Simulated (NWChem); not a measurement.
Species: BeHCl; SMILES [Cl][BeH]

Computed with NWChem. Coordinates come from a PBE-D3(BJ)/def2-SVP optimisation.

### Question
Predict the results for PBE/def2-QZVP. Quantities: highest occupied level (eV); orbital gap (eV); dipole (D).

### Answer
```json
{
  "highest occupied level (eV)": "-8.22",
  "orbital gap (eV)": "6.82",
  "dipole (D)": "0.40"
}
```
